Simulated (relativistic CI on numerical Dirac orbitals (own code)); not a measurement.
## Slater and spin-orbit integrals, K⁶⁺

These numbers are calculated, not measured: Dirac-Coulomb-Breit CI, separate exchange-only KLI orbitals for each configuration, a model potential for QED, unscaled Slater integrals (own radial code, finite nucleus).

Slater integrals F^k, G^k are unscaled and averaged over j, outside the closed core [Ne]; ζ comes from projecting the Hamiltonian with its Breit term on Σ l·s of the shell.

- 3s2 3p: ζ(3p) = 2115.3 cm⁻¹; <r>(3p) = 1.161, <r^2>(3p) = 1.551 (bohr units).
- 3s 3p2: F^2(3p,3p) = 87149, G^1(3s,3p) = 116350, ζ(3p) = 2110.2 cm⁻¹; <r>(3s) = 1.115, <r^2>(3s) = 1.415, <r>(3p) = 1.159, <r^2>(3p) = 1.548 (bohr units).
- 3s2 3d: ζ(3d) = 58.738 cm⁻¹; <r>(3d) = 1.202, <r^2>(3d) = 1.695 (bohr units).

Averages of the first 10 configurations, taken without configuration mixing, which lowers the lowest level and can move excited configurations by several eV; other configurations of the list can lie among them:

```
Configuration  Parity  States  Average energy above the lowest level (eV)
       3s2 3p     odd       6                                         2.5
       3s 3p2    even      30                                        20.7
       3s2 3d    even      10                                        31.9
          3p3     odd      20                                        43.0
     3s 3p 3d     odd     120                                        48.4
       3p2 3d    even     150                                        68.9
       3s2 4s    even       2                                        56.5
       3s 3d2    even      90                                        77.3
       3s2 4p     odd       6                                        63.7
       3s2 4d    even      10                                        72.9
```
